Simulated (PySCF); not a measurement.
Ga(F)(SiH3)2 (FGaH6Si2), SMILES [F][Ga]([SiH3])[SiH3]. Atoms are numbered in the order given.

```xyz
10

Ga    -0.1883    -0.1211     0.0210
F     -1.6761    -1.0681     0.1767
Si    -0.5082     1.8743    -1.3032
H      0.7925     2.3579    -1.8622
H     -1.0669     2.9526    -0.4270
H     -1.4619     1.6282    -2.4270
Si     1.6789    -1.1267     1.1782
H      2.6368    -0.0764     1.6453
H      2.4078    -2.0255     0.2274
H      1.2256    -1.9339     2.3508
```
Charge 0, spin multiplicity 1.

The structure is a stationary point at PBE0-D3(BJ)/def2-SVP.

Two levels are set side by side: PBE/pcSseg-1 (PySCF) and PBE0/pcSseg-1 (PySCF). GIAO shifts against CFCl3 (¹⁹F), TMS (²⁹Si), TMS (¹H) at the same level; non-relativistic, no solvent, atoms listed together averaged. Differences are taken from unrounded values.

```csv
quantity,PBE
δ(¹⁹F) of F2 (ppm),-19.8
"δ(²⁹Si) of Si3, Si7 (ppm)",-118.5
```

These are the PBE values. What does PBE0 give? (Estimate from the structure and the level; the computed values follow.)


```json
[
 {"quantity": "δ(¹⁹F) of F2 (ppm)", "PBE0": "-50.8", "PBE minus PBE0": "30.9"},
 {"quantity": "δ(²⁹Si) of Si3, Si7 (ppm)", "PBE0": "-115.5", "PBE minus PBE0": "-2.9"}
]
```

Rough cost on one machine, each run with all the roots and properties that it gave: PBE0 against PBE within a factor of 2.
